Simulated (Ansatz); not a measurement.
`CC1=C(C)CCC1`. Total charge 0; spin multiplicity 1. The structure was optimised at the PBE0-D4/def2-TZVP level.

```xyz
19

C     1.803    0.765    0.942
C     0.633    0.042    0.380
C    -0.357    0.527   -0.375
C    -0.554    1.921   -0.855
C    -1.311   -0.560   -0.791
C    -0.944   -1.735    0.123
C     0.489   -1.442    0.581
H     2.740    0.339    0.566
H     1.835    0.669    2.033
H     1.798    1.828    0.699
H    -1.522    2.314   -0.526
H    -0.561    1.957   -1.950
H     0.223    2.600   -0.503
H    -2.359   -0.260   -0.692
H    -1.163   -0.803   -1.853
H    -1.049   -2.706   -0.364
H    -1.606   -1.735    0.992
H     1.233   -1.977   -0.026
H     0.671   -1.745    1.618
```

(1) What is the dipole moment at ωB97M-V/def2-TZVPP? (Best estimate.)

(2) And with PBE, r2SCAN, B3LYP? (An estimate is asked.)

(3) Give the Mulliken charges with ωB97M-V, r2SCAN, B3LYP in def2-TZVPP. (Estimate.)

Results:

(1) Computed: 0.14 D, with components (0.09, 0.10, -0.05) D in this frame, pointing from negative to positive charge.

(2) Computed: PBE 0.15 D, r2SCAN 0.15 D, B3LYP 0.14 D.

(3) Computed: 
| atom | ωB97M-V | r2SCAN | B3LYP |
| --- | --- | --- | --- |
| C1 | -0.32 | -0.18 | -0.26 |
| C2 | -0.01 | -0.01 | -0.01 |
| C3 | -0.01 | -0.01 | -0.01 |
| C4 | -0.32 | -0.18 | -0.26 |
| C5 | -0.16 | 0.00 | -0.09 |
| C6 | -0.20 | -0.06 | -0.14 |
| C7 | -0.16 | 0.00 | -0.09 |
| H8 | 0.11 | 0.05 | 0.08 |
| H9 | 0.11 | 0.05 | 0.09 |
| H10 | 0.09 | 0.04 | 0.07 |
| H11 | 0.11 | 0.05 | 0.09 |
| H12 | 0.11 | 0.05 | 0.08 |
| H13 | 0.09 | 0.04 | 0.07 |
| H14 | 0.09 | 0.02 | 0.06 |
| H15 | 0.10 | 0.02 | 0.06 |
| H16 | 0.09 | 0.02 | 0.06 |
| H17 | 0.10 | 0.03 | 0.07 |
| H18 | 0.10 | 0.02 | 0.06 |
| H19 | 0.09 | 0.02 | 0.06 |

B3LYP here is the variant with VWN-RPA as its local correlation; programs differ in this.
